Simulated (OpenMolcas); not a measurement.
## Ce²⁺: effect of the basis set

```json
{
 "Program": "OpenMolcas",
 "Method": "CASSCF",
 "Active space": "2 electrons in 7 orbitals (4f)",
 "State averaging": "2S+1 = 3 even, 21 roots; 2S+1 = 1 even, 28 roots",
 "Spin-orbit coupling": "state interaction with AMFI integrals over the reference wave functions, term energies averaged over their components"
}
```

A. ANO-RCC-MB [6s5p3d1f], DKH2, point nucleus; cost of the order of 12 core-seconds
B. ANO-R1 [7s5p4d2f], X2C, finite nucleus; cost roughly 13 core-seconds
C. ANO-RCC-VDZP [7s6p4d2f1g], DKH2, point nucleus; cost roughly 11 core-seconds
D. ANO-R2 [8s6p5d2f1g], X2C, finite nucleus; cost roughly 9 core-seconds
E. ANO-RCC-VTZP [8s7p5d3f2g1h], DKH2, point nucleus; cost of the order of 18 core-seconds
F. ANO-RCC-VQZP [9s8p6d4f3g2h], DKH2, point nucleus; cost of the order of 3 core-minutes

Energies in cm-1 above 4f2 3H4, the measured ground level; measured values from Martin, Zalubas and Hagan, Atomic Energy Levels: The Rare-Earth Elements, NSRDS-NBS 60 (1978).

| Level | A | B | C | D | E | F | Measured |
| --- | --- | --- | --- | --- | --- | --- | --- |
| 4f2 3H4 | 0.0 | 0.0 | 0.0 | 0.0 | 0.0 | 0.0 | 0.0 |
| 4f2 3H5 | 1780 | 1625 | 1638 | 1656 | 1649 | 1654 | 1528 |
| 4f2 3H6 | 3678 | 3366 | 3393 | 3431 | 3416 | 3426 | 3127 |
| 4f2 3F2 | 5974 | 5512 | 5580 | 5605 | 5619 | 5629 | 3763 |
| 4f2 3F3 | 7106 | 6546 | 6622 | 6659 | 6668 | 6682 | 4765 |
| 4f2 1D2 | 20720 | 18931 | 19179 | 19255 | 19299 | 19335 | 12835 |
| 4f2 1I6 | 24842 | 22625 | 22927 | 23012 | 23061 | 23105 | 17421 |
| 4f2 3P0 | 26155 | 24149 | 24452 | 24553 | 24625 | 24669 | 16072 |
| 4f2 3P1 | 26635 | 24591 | 24896 | 25003 | 25073 | 25119 | 16524 |
| 4f2 3P2 | 27559 | 25421 | 25733 | 25849 | 25914 | 25963 | 17317 |
| 4f2 1S0 | 57447 | 51801 | 52547 | 52697 | 52804 | 52903 | 32839 |

Deviations, from unrounded energies. A percentage is the sum of absolute deviations over the sum of measured energies, with the sign that they share, or ± where signs differ.

```json
{"Against measurement": "mean absolute deviation (cm-1)", "Levels": "10", "A": "7600", "B": "5800", "C": "6100", "D": "6200", "E": "6200", "F": "6200"}
{"Against measurement": "fine structure of the ground term (%)", "Levels": "2", "A": "+17.2", "B": "+7.2", "C": "+8.1", "D": "+9.3", "E": "+8.8", "F": "+9.1"}
{"Against measurement": "other terms of the ground configuration (%)", "Levels": "8", "A": "+61.6", "B": "+47.8", "C": "+49.7", "D": "+50.3", "E": "+50.6", "F": "+50.9"}
```

B, C lie about equally close to measurement and A furthest from it. The largest miss of B in the table is 4f2 1S0, by +19000 cm-1. The ranking rests on the paired levels alone, and a cruder setting can come out closer through cancelling errors.

Among A to F the level of the table that moves most is 4f2 1S0, by 5600 cm-1 (lowest in B, highest in A).

Without dynamic correlation excited terms often stand tens of per cent too high (terms of higher spin than the ground term too low), and those without a measured partner can miss by more than the paired ones. Some levels mix across a computed gap that differs much from the measured one, so their mixing is not that of the real levels (holds for A). Computed and measured levels are paired by configuration, term and J; levels that our copy of the source lacks, or whose pairing is in doubt (as where it misses far off the trend of its configuration), stay unpaired and out of the deviations. Levels of configurations outside the active space are missing. The table leaves out levels that lie high or whose names do not pair safely across all columns.
